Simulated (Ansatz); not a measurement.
CH5AlClN (`C[NH][AlH][Cl]`) at its PBE0-D4/def2-TZVP geometry, where that method's forces vanish. The species carries charge 0 and has multiplicity 1.

```xyz
9

C     1.0167   -0.1112   -0.8494
N    -0.3077    0.2247   -0.3698
Al   -0.9582   -0.0300    1.2430
Cl   -2.9356    0.5826    1.5946
H     1.6004   -0.5692   -0.0467
H     1.5712    0.7712   -1.1887
H     0.9885   -0.8283   -1.6777
H    -0.8795    0.6505   -1.0837
H    -0.0957   -0.6903    2.3783
```

(1) What forces (eV/Å) does r2SCAN-D4/def2-TZVPP give on these atoms in Ansatz? (Estimate.)

Answers

(1) Computed: 
```
C1   0.221 -0.053 -0.091
N2  -0.158  0.026  0.102
Al3  0.001 -0.024  0.077
Cl4 -0.027  0.009  0.003
H5  -0.020  0.011 -0.012
H6  -0.002 -0.010 -0.002
H7   0.004  0.008  0.004
H8  -0.011  0.019 -0.047
H9  -0.007  0.013 -0.033
```
